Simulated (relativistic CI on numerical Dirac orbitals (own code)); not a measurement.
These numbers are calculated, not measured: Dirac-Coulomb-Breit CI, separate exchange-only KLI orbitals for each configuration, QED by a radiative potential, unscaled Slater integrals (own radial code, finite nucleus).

The strongest absorption lines from the ground level of an ion, among the configurations computed and to levels below about 125 eV (vacuum wavelength in Å, gf): 113.84 (0.55), 115.51 (0.37), 191.75 (0.71), 197.38 (1.1), 198.13 (1.5), 201.53 (2.6), 201.80 (0.94), 203.11 (5.3).

(1) Which ion is it?
A. Ru¹³⁺
B. Cd¹⁵⁺
C. Ru⁹⁺
D. Ru¹¹⁺

Results:

(1) D. Ru¹¹⁺ has 33 electrons and the ground level 4s²4p³ ⁴S°3/2; the strongest line goes to 4s²4p²4d ⁴P5/2. The pattern of lines fixes the number of electrons, and along that sequence the line energies rise steadily with the charge (about as its square where n changes within one kind of shell, about linearly where n is kept but much faster in heavy ions where fine structure, which grows about as Z⁴, sets the gap, and irregularly where shells cross), which fixes Z. Configurations outside the model, such as inner-shell arrays, can give stronger lines. At this charge energies of transitions that change n are usually good to better than 1 %, and those within a shell (Δn = 0) to a few per cent.

LS names give the leading component of a level, which can be under half, so a name can repeat, a term be missing and a line seem to break the LS rules.
